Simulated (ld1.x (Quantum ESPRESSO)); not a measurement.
## Before and after: TM potential for Lu (Z = 71)

ld1.x (Quantum ESPRESSO) 7.5 input, shortened:

```
&input
   title='Lu', zed=71., rel=1, dft='PBE', iswitch=3,
   config='[Xe] 4f14 5d1 6s2 6p0'
 /
 &inputp
   pseudotype=2, tm=.true., lloc=-2, rcloc=1.45,
   nlcc=.true., new_core_ps=.true.
 /
3
6S  1  0   2.00   0.00  3.00  3.00  0.0
6P  2  1   0.00   0.00  4.20  4.20  0.0
5D  3  2   1.00   0.00  1.80  1.80  0.0
 &test
   configts(1)='5d1 6s2 6p0'
 /
```

All-electron outer shells of the reference configuration (PBE, scalar-relativistic, ld1.x):

```
shell  level (eV)  outermost node (bohr)  outermost maximum (bohr)
   5p      -31.66                   0.61                      1.19
   4f       -9.62                      –                      0.47
   6s       -4.66                   1.41                      3.08
   5d       -1.75                   0.68                      1.84
   6p       -1.34                   1.73                      4.26
```

Change: local potential all-electron potential smoothed inside 3.48 bohr (lloc = -2).

Cutoffs: the cutoffs (Ry, on a coarse ladder) from which the occupation-weighted sum of valence levels, in a spherical-Bessel basis at the reference potential, stays within 10 and 1 mRy of its value at 400 Ry; they do not see the model core or the augmentation charge, which bear on the density cutoff. Errors are all-electron minus pseudo energies relative to the spin-unpolarised reference configuration.

What does the change do?

The potential gets neither clearly harder nor softer (18 Ry and 25 Ry → 18 Ry and 25 Ry); the bound ghost in p, s disappears; the number of tests that count goes from 6 to 7; of the 6 tests that both files solve, the error grows in 2 and shrinks in 0 by more than 15 % and 0.3 meV (median size 20.0 → 19.3 meV); the range in which the d phases agree narrows (upper end 2.9 → 0.5). In the separable form a ghost depends on how the local part lies against the semilocal potential of the channel, so the choice of the local part can create or remove one.

```csv
quantity,base,changed
"cutoff, loose",18 Ry,18 Ry
"cutoff, tight",25 Ry,25 Ry
bound ghosts,"s, p",none
"tests counted (converged, no solver errors)",6 of 7,7 of 7
"error for 5d1 6s1 6p0, meV [ΔE 7.37 eV]",-8.7,-11
"error for 5d1 6s0 6p0, meV [ΔE 20.64 eV]",-56,-66
"error for 5d1 6s1.5 6p0, meV [ΔE 2.99 eV]",-2.2,-2.5
"error for 5d1 6s0 6p2, meV [ΔE 7.03 eV]",-31,-28
"error for 5d1 6s1 6p1, meV [ΔE 3.42 eV]",-6.7,-6.8
"error for 5d2 6s0 6p0, meV [ΔE 9.89 eV]",-80,-81
s: phases at 4.57 bohr within 0.05 rad from the reference energy up to (Ry; the scan ends near 5),0.7,0.8
p: phases at 4.57 bohr within 0.05 rad from the reference energy up to (Ry; the scan ends near 5),1.3,0.9
d: phases at 4.57 bohr within 0.05 rad from the reference energy up to (Ry; the scan ends near 5),2.9,0.5
```

Base: Tests not counted: 5d0 6s2 6p1 (solver errors, printed error -39.1 eV). A true bound ghost makes a file unfit for plane-wave use even where its test errors are small: the radial tests pick states by their node count and pass the ghost by. Where a test does run into it, the solver fails or the error is huge.
